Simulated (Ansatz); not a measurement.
```yaml
crystal:
  periodic: [false, false, false]
  atoms:
    - {symbol: B, position_ang: [-1.088377, 1.962229, -0.243846]}
    - {symbol: Al, position_ang: [-0.066714, 0.114670, -0.010430]}
    - {symbol: C, position_ang: [0.020051, -0.780306, 1.735470]}
    - {symbol: C, position_ang: [0.826153, -0.737951, -1.537814]}
    - {symbol: H, position_ang: [-2.258474, 2.041049, -0.508724]}
    - {symbol: H, position_ang: [-0.553678, 3.032249, -0.122748]}
    - {symbol: H, position_ang: [-0.655248, -1.644852, 1.739459]}
    - {symbol: H, position_ang: [1.023824, -1.172633, 1.929585]}
    - {symbol: H, position_ang: [-0.264628, -0.144598, 2.577164]}
    - {symbol: H, position_ang: [0.822531, -1.828976, -1.454624]}
    - {symbol: H, position_ang: [1.878525, -0.428785, -1.565293]}
    - {symbol: H, position_ang: [0.393135, -0.467395, -2.504199]}
basis:
  gaussian: {orbitals: def2-SVP}
hamiltonian: {xc: {name: r2SCAN0}, dispersion: d3bjatm}
```

```sh
$ ansatz run in.yaml --threads 2 --pin off --events-out ev --progress --plain --max-ram 4352MiB
```

Output, abridged:

```
Functional definition: r2SCAN0
1160 factors; their error is unknown
mean field evaluation 1: about -9461.2409 eV, gradient 5.7e1 eV
mean field evaluation 2: about -9460.2257 eV, gradient 5.7e1 eV
mean field evaluation 4: about -9469.3396 eV, gradient 1.1e0 eV
mean field evaluation 8: about -9469.4388 eV, gradient 1.8e-2 eV
mean field -9469.43881056 eV, -347.9954576718 hartree, gradient 1.9e-5 eV, S^2 0.000000; 0 other end points of the search recorded, 0 dependent functions left out
reference -9469.43882024 eV, -347.9954580277 hartree; 19, 19 occupied and 81, 81 virtual orbitals, 1160 factors
Total energy: -9469.50502724 eV, -347.9978910899 hartree
```

It took 2.4 s on 2 threads of an Arm Neoverse V2 on a shared host, with 0.43 GiB of host memory at the peak.
